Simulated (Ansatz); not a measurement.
Molecule: ethynylsilane, C₂H₄Si, net charge 0, singlet state. 
Geometry from a B3LYP-D3(BJ)/def2-TZVP (Ansatz, a first-principles code) optimisation:
SMILES: C#C[SiH3]
```xyz
7

C      1.2099     1.5570    -0.0201
C      0.4703     0.6052    -0.0078
Si    -0.6496    -0.8359     0.0108
H      1.8627     2.3970    -0.0310
H     -0.0274    -1.9295     0.7873
H     -0.8900    -1.2872    -1.3765
H     -1.9327    -0.4509     0.6366
```

Basis-set convergence of Hartree-Fock and MP2 correlation energies (hartree) with Ansatz. Valence correlation only, unless marked. No spin-orbit coupling. Non-relativistic.

| basis | functions | E(HF) | E(corr, MP2) |
|---|---|---|---|
| cc-pV(D+d)Z | 71 | -366.94427 | -0.35280 |
| cc-pV(T+d)Z | 155 | -366.97995 | -0.42909 |
| cc-pV(Q+d)Z | 294 | -366.98866 | -0.45724 |
| cc-pV(5+d)Z | 502 | -366.99036 | -0.46809 |

Extrapolating the two largest sets (X = 4 and 5) as X^-3: E(corr) = (125·(-0.46809) - 64·(-0.45724))/61 = -0.4795 Eh, an estimate of the basis-set limit. The largest set recovers 97.6 % of it, the smallest 73.6 %.
